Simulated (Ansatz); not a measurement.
`[F][Al]([F])[SH]` + HI → `[F][Al]([F])[I]` + H₂S at 600 K and 1 bar (ligand exchange at the Al–S bond).

Calculated with Ansatz (gas phase, PBE0-D4/def2-TZVP geometries, no zero-point term in ΔE). CCSD(T)/CBS adds triple-zeta CCSD(T) − MP2 to the extrapolated MP2 energy (def2 sets, frozen cores). This one scheme is used for every species. Elements past krypton have def2 core potentials. For I outer-core shells are correlated without core-valence functions, which leaves a few kJ/mol of doubt a bond. One conformer a species, not always the lowest.

```csv
species,CCSD(T)/CBS energy (Eh),H − E (kJ/mol),S (J/(mol·K))
`[F][Al]([F])[SH]`,-840.18239,81.6,374.4
HI,-298.03592,31.6,227.0
`[F][Al]([F])[I]`,-739.25894,53.9,370.1
H₂S,-398.97279,60.8,230.9
```

H − E and S are ideal-gas, rigid-rotor, harmonic terms from PBE0-D4/def2-TZVP, for one conformer and one mirror image of each species. 1 Eh = 2625.50 kJ/mol, R = 8.31446 J/(mol·K).

Problem. By hand: ΔE, ΔH, ΔS and ΔG.

Solution. ΔE = (-739.25894) + (-398.97279) − (-840.18239) − (-298.03592) = -0.01342 Eh = -35.2 kJ/mol. Δ(H − E) = 53.9 + 60.8 − 81.6 − 31.6 = 1.5, so ΔH = -33.7 kJ/mol. ΔS = 370.1 + 230.9 − 374.4 − 227.0 = -0.4 J/(mol·K). ΔG = -33.7 − 600 × (-0.4)/1000 = -33.5 kJ/mol.

Problem. By hand: the equilibrium constant, and the temperature at which ΔG would vanish if ΔH and ΔS stayed fixed.

Solution. log₁₀ K = −ΔG/(RT ln 10) = 2.9. ΔG = 0 at ΔH/ΔS = 84250 K, far beyond where these terms or the molecules hold.

The number of gas molecules stays the same, so ΔS is small and ΔH decides. A doubt of 5 kJ/mol in ΔE shifts log₁₀ K by 0.4 here. Other conformers and mirror images would add mixing entropy, several J/(mol·K) or more a flexible species. These are equilibria of isolated gas molecules and say nothing of rates. Largest T1 diagnostic: 0.012 (customary marks: 0.02 for closed shells, 0.045 for open ones).
